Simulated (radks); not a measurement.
The numbers below are computed, except where a source is named.
Question: Valence configurations of Cr III (all share [Ar]). Level of theory: non-relativistic Kohn-Sham, BLYP, spin-polarised, spherical densities, point nucleus; open shells are filled with parallel spins first (a radial shooting solver on a logarithmic mesh with Libxc functionals). Order these by energy: 3d3.5 4s0.5; 3d4; 3d1 4s0.5 4p2.5; 3d1 4s1 4p2; 3d3 4s1; 3d2 4s1 4p1; 3d2 4p2; 3d3 4p1; 4s0.5 4p3.5; 3d3.5 4p0.5.

Answer: From the lowest, in eV above it: 3d4 0.000; 3d3.5 4s0.5 2.977; 3d3.5 4p0.5 5.681; 3d3 4s1 6.792; 3d3 4p1 12.423; 3d2 4s1 4p1 23.407; 3d2 4p2 29.530; 3d1 4s1 4p2 45.376; 3d1 4s0.5 4p2.5 48.680; 4s0.5 4p3.5 78.050. NIST lists [Ar] 3d4 as the ground configuration; this level of theory agrees among the configurations tried. The energies are those of spherical high-spin densities, not of single terms.
